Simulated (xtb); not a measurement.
C20F42, SMILES C(C(F)(F)C(C(F)(F)C(C(F)(F)C(F)(F)C(F)(C(C(F)(C(C(F)(C(F)(F)F)F)(F)F)F)(F)F)F)(F)F)(F)F)(C(F)(F)C(F)(C(F)(C(F)(C(C(F)(F)C(F)(F)F)(F)F)F)F)F)(F)F. All values are semi-empirical tight-binding results from xtb (GFN2-xTB unless named), good for trends rather than for accurate numbers. Geometry: GFN2-xTB. The values are those of a single conformer.

Optimised geometry:

```xyz
62

F     10.1031    -0.7865    -2.4881
C      9.1547     0.1382    -2.5433
F      9.7280     1.3096    -2.7711
F      8.3534    -0.1403    -3.5627
C      8.3595     0.1901    -1.1950
F      7.6468     1.3270    -1.1583
F      9.2405     0.2351    -0.1856
C      7.3899    -1.0251    -1.0439
F      6.3198    -0.8152    -1.8285
F      7.9971    -2.1325    -1.4990
C      6.9158    -1.3338     0.4142
F      6.2092    -2.4736     0.3875
F      8.0007    -1.5803     1.1674
C      6.0951    -0.2382     1.1720
F      5.8176    -0.7397     2.3856
F      6.9046     0.8187     1.3604
C      4.7577     0.3312     0.5813
F      5.0016     0.9958    -0.5565
F      4.3357     1.2356     1.4813
C      3.6210    -0.7091     0.3389
F      4.0539    -1.6240    -0.5457
F      3.3484    -1.3617     1.4752
C      2.2975    -0.1396    -0.2846
F      1.4533    -1.1807    -0.3896
F      2.5831     0.2607    -1.5326
C      1.5211     1.0418     0.3878
F      0.4648     1.2966    -0.4066
F      2.2860     2.1415     0.3567
C      1.0114     0.8571     1.8534
F      0.5942     2.0522     2.2913
F      2.0559     0.5140     2.6303
C     -0.1012    -0.2085     2.1448
F      0.4635    -1.4220     2.0217
F     -0.4290    -0.0584     3.4378
C     -1.4376    -0.2549     1.3250
F     -1.1839    -0.5588     0.0449
F     -2.1333    -1.2836     1.8391
C     -2.3268     1.0247     1.4101
F     -2.7209     1.2043     2.6771
F     -1.6012     2.1014     1.0652
C     -3.5807     1.0202     0.4677
F     -3.1662     1.0063    -0.8066
F     -4.2160     2.1844     0.6684
C     -4.5774    -0.1667     0.6799
F     -4.7157    -0.4355     1.9853
F     -4.0712    -1.2586     0.0911
C     -5.9936     0.1650     0.0929
F     -5.8698     0.8190    -1.0716
F     -6.6145     0.9871     0.9496
C     -6.8492    -1.1265    -0.1217
F     -6.3053    -1.8728    -1.0929
F     -6.8113    -1.8551     1.0049
C     -8.3617    -0.8754    -0.4545
F     -8.9784    -2.0616    -0.3592
F     -8.8998    -0.0897     0.4936
C     -8.6624    -0.2805    -1.8764
F     -7.5699    -0.2990    -2.6572
F     -9.5815    -1.0484    -2.4777
C     -9.2093     1.1841    -1.8238
F     -9.3051     1.6718    -3.0500
F    -10.4099     1.2185    -1.2649
F     -8.3941     1.9691    -1.1263
```
Charge 0, spin multiplicity 1.

Question: Estimate the properties. (An estimate is asked for; the answer gives what the named calculation found.)

Answer: 
```
Property                                        Result
--------------------------------------  --------------
orbital gap                                    9.12 eV
dipole moment                                   0.41 D
zero-point energy                       142.9 kcal/mol
G − E(el) at 298.15 K (modified RRHO)    84.7 kcal/mol
static polarisability (D4 model)           285.9 bohr³
solvation energy, GFN2-xTB/ALPB(water)    4.6 kcal/mol
solvation energy, GFN2-xTB/ALPB(chcl3)   -3.5 kcal/mol
```

Computed IR lines (harmonic; lines under 4 % of the strongest left out, lines within 3 cm⁻¹ merged):
ν (cm⁻¹): 479 (w), 664 (w), 678 (w), 682 (w), 704 (w), 774 (m), 847 (w), 870 (w), 955 (w), 1013 (w), 1026 (w), 1065 (w), 1076 (w), 1081 (m), 1086 (w), 1103 (m), 1107 (w), 1111 (w), 1116 (w), 1120 (w), 1126 (m), 1131 (w), 1135 (m), 1140 (m), 1143 (vs), 1149 (s), 1159 (m), 1164 (w) (against the strongest line: vs over 80 %, s over 45 %, m over 15 %, w over 4 %, vw less)

Computed atomic charges and the Wiberg bond orders between heavy atoms:
charges (e) F1 -0.16, C2 0.49, F3 -0.15, F4 -0.16, C5 0.31, F6 -0.17, F7 -0.16, C8 0.31, F9 -0.17, F10 -0.16, C11 0.32, F12 -0.16, F13 -0.15, C14 0.32, F15 -0.15, F16 -0.16, C17 0.31, F18 -0.17, F19 -0.16, C20 0.31, F21 -0.16, F22 -0.16, C23 0.32, F24 -0.16, F25 -0.15, C26 0.31, F27 -0.17, F28 -0.15, C29 0.31, F30 -0.15, F31 -0.17, C32 0.32, F33 -0.16, F34 -0.15, C35 0.31, F36 -0.17, F37 -0.16, C38 0.32, F39 -0.16, F40 -0.17, C41 0.32, F42 -0.16, F43 -0.16, C44 0.32, F45 -0.16, F46 -0.16, C47 0.32, F48 -0.17, F49 -0.16, C50 0.32, F51 -0.16, F52 -0.16, C53 0.32, F54 -0.15, F55 -0.17, C56 0.31, F57 -0.17, F58 -0.15, C59 0.49, F60 -0.15, F61 -0.15, F62 -0.17. Bond orders F1–C2 0.98, C2–F3 0.99, C2–F4 0.98, C2–C5 0.88, C5–F6 0.98, C5–F7 0.98, C5–C8 0.91, C8–F9 0.98, C8–F10 0.98, C8–C11 0.91, C11–F12 0.98, C11–F13 0.98, C11–C14 0.91, C14–F15 0.99, C14–F16 0.98, C14–C17 0.90, C17–F18 0.98, C17–F19 0.98, C17–C20 0.91, C20–F21 0.98, C20–F22 0.99, C20–C23 0.90, C23–F24 0.98, C23–F25 0.99, C23–C26 0.91, C26–F27 0.97, C26–F28 0.99, C26–C29 0.91, C29–F30 0.99, C29–F31 0.97, C29–C32 0.90, C32–F33 0.98, C32–F34 0.99, C32–C35 0.90, C35–F36 0.98, C35–F37 0.98, C35–C38 0.91, C38–F39 0.99, C38–F40 0.98, C38–C41 0.90, C41–F42 0.99, C41–F43 0.98, C41–C44 0.90, C44–F45 0.98, C44–F46 0.98, C44–C47 0.90, C47–F48 0.98, C47–F49 0.99, C47–C50 0.91, C50–F51 0.98, C50–F52 0.98, C50–C53 0.90, C53–F54 0.99, C53–F55 0.98, C53–C56 0.90, C56–F57 0.98, C56–F58 0.99, C56–C59 0.89, C59–F60 0.99, C59–F61 0.98, C59–F62 0.97.
